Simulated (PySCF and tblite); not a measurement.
Results of a calculation; reference values are marked as such.
C₇H₁₀O, numbered as in [CH:1]#[C:2][C@H:3]1[CH2:4][CH2:5][CH2:6][O:7][CH2:8]1.

Level: PBE0-D3(BJ)/def2-TZVP//PBE0-D3(BJ)/def2-SVP, thermal terms from GFN2-xTB, symmetry numbers and mirror pairs counted. Conformers within 4 kcal/mol (GFN2-xTB free energy) were kept, 5 at most. Couplings: B3LYP/pcSseg-1 with pcJ-1 on H (gas phase; spin-dipole term only for pairs with B, N, F, Si or P). Couplings are for ¹H. Of two unlike H on one atom, a is the less shielded (PBE0/pcSseg-1). (PySCF 2.14, tblite 0.8.)

The 6-ring runs over atoms 3–4–5–6–7–8.

```csv
conformer,shape,weight %
1,6-ring chair (all substituents equatorial),91.1
2,6-ring chair (C2 axial),8.9
```

**Question.** Give the couplings in each conformer and the averages at 298.15 K (pairs that fast motion interchanges averaged).

**Answer.** 
```csv
coupling,pairs,1,2,average (Hz)
"⁴J(H1,H3)",1,-4.0,-4.1,-4.0
"³J(H3,H4a)",1,4.3,5.3,4.4
"³J(H3,H4b)",1,13.1,2.8,12.2
"⁴J(H3,H5b)",1,-0.6,-0.9,-0.7
"³J(H3,H8b)",1,11.4,1.8,10.5
"³J(H3,H8a)",1,5.0,3.0,4.8
"²J(H4a,H4b)",1,-14.8,-14.3,-14.8
"³J(H4a,H5a)",1,4.4,4.3,4.4
"³J(H4a,H5b)",1,3.1,14.6,4.1
"⁴J(H4a,H6b)",1,-0.7,-0.6,-0.7
"⁴J(H4a,H6a)",1,1.7,0.0,1.5
"⁴J(H4a,H8b)",1,-0.7,-0.2,-0.6
"⁴J(H4a,H8a)",1,2.0,0.0,1.8
"³J(H4b,H5a)",1,14.5,3.2,13.5
"³J(H4b,H5b)",1,4.5,4.3,4.5
"⁴J(H4b,H6a)",1,-0.6,-0.7,-0.6
"⁴J(H4b,H8a)",1,-0.5,-0.4,-0.5
"²J(H5a,H5b)",1,-14.9,-14.9,-14.9
"³J(H5a,H6b)",1,13.2,1.7,12.2
"³J(H5a,H6a)",1,5.2,2.6,5.0
"³J(H5b,H6b)",1,2.5,5.3,2.8
"³J(H5b,H6a)",1,1.7,13.4,2.8
"²J(H6b,H6a)",1,-13.0,-12.9,-13.0
"⁴J(H6b,H8a)",1,-0.8,-0.8,-0.8
"⁴J(H6a,H8b)",1,-0.7,-0.8,-0.7
"²J(H8b,H8a)",1,-12.8,-12.5,-12.8
```
